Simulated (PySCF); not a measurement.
B3LYP has the VWN-RPA correlation part, as in Gaussian. 

C9H6N4, SMILES `C1=CC2=CC=NC3=CC=NC(=N1)N23` (charge 0, multiplicity 1)

Calculation: B3LYP-D3(BJ)/def2-TZVP // B3LYP-D3(BJ)/def2-SVP run with PySCF.

```json
{
  "HOMO": "-5.58 eV",
  "dipole_moment": "0.716 e·Å",
  "LUMO": "-2.57 eV",
  "HOMO–LUMO gap": "3.01 eV",
  "S1 excitation (TDA)": "2.06 eV",
  "S1 oscillator strength": "0.002",
  "brightest of the four lowest singlets (TDA)": "3.89 eV",
  "T1 excitation (TDA)": "1.80 eV",
  "S1–T1 gap (TDA)": "0.26 eV",
  "vertical ionisation energy (Delta-SCF)": "7.28 eV",
  "total_energy": "-565.8107 Ha",
  "cost": "roughly 60 core-minutes"
}
```

Bonded distances (Å): C1–C2 1.391, C1–N12 1.324, C1–H14 1.097, C2–C3 1.402, C2–H15 1.089, C3–C4 1.415, C3–N13 1.398, C4–C5 1.380, C4–H16 1.089, C5–N6 1.337, C5–H17 1.096, N6–C7 1.332, C7–C8 1.413, C7–N13 1.413, C8–C9 1.380, C8–H18 1.088, C9–N10 1.336, C9–H19 1.096, N10–C11 1.327, C11–N12 1.342, C11–N13 1.432. Bond angles (°): C2–C1–N12 124.3, C2–C1–H14 119.6, N12–C1–H14 116.1, C1–C2–C3 118.4, C1–C2–H15 122.3, C3–C2–H15 119.3, C2–C3–C4 125.1, C2–C3–N13 117.6, C4–C3–N13 117.3, C3–C4–C5 118.8, C3–C4–H16 118.9, C5–C4–H16 122.3, C4–C5–N6 123.8, C4–C5–H17 120.1, N6–C5–H17 116.1, C5–N6–C7 118.5, N6–C7–C8 121.5, N6–C7–N13 122.2, C8–C7–N13 116.3, C7–C8–C9 119.2, C7–C8–H18 117.5, C9–C8–H18 123.4, C8–C9–N10 124.2, C8–C9–H19 119.8, N10–C9–H19 115.9, C9–N10–C11 119.4, N10–C11–N12 119.4, N10–C11–N13 120.5, N12–C11–N13 120.0, C1–N12–C11 119.5, C3–N13–C7 119.4, C3–N13–C11 120.2, C7–N13–C11 120.4.
